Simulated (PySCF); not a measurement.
F4Sn, SMILES [F][Sn]([F])([F])[F] (connectivity only; charge and spin as stated), charge -1, multiplicity 2.

Coordinates come from a B3LYP-D3(BJ)/def2-SVPD optimisation. A frequency run showed that this geometry is not a minimum. The multiplicity is an assumed one; other spin states were not compared. The isomer is the one that the SMILES or the coordinates give; other isomers of the formula were not compared. The def2 effective core potentials stand for the cores of Sn; spin–orbit coupling is left out.

Two levels are set side by side: PBE/def2-SVPD (PySCF) and CAM-B3LYP/def2-SVPD (PySCF). Same geometry, gas phase. Differences are taken from unrounded values.

| quantity | CAM-B3LYP | PBE | PBE minus CAM-B3LYP |
|---|---|---|---|
| α-spin orbital gap (eV) | 8.11 | 4.35 | -3.76 |
| β-spin orbital gap (eV) | 9.36 | 3.93 | -5.44 |
| mean polarisability (bohr³) | 54.6 | 60.0 | 5.4 |

PBE's more diffuse valence density responds more strongly to a field. Differences between two approximate levels are no errors against the true value.

Rough cost on one machine, each run with all the roots and properties that it gave: CAM-B3LYP against PBE within a factor of 2.
